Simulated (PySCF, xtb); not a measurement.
In(H)(F)(OMe) (CH4FInO), SMILES C[O][InH][F].

GFN2-xTB run with xtb at its own geometry gives an orbital gap of 2.94 eV and a dipole moment of 1.99 D.

Coordinates come from a PBE0-D3(BJ)/def2-SVP optimisation. The def2 effective core potentials stand for the cores of In; spin–orbit coupling is left out. One conformer was computed; it need not be the lowest.

**Question.** What does ωB97X/def2-TZVP (PySCF) give? (Estimate from the structure and the level; the computed values follow.)

**Answer.** gap 10.49 eV (levels -10.15 and 0.33 eV), dipole 2.07 D.
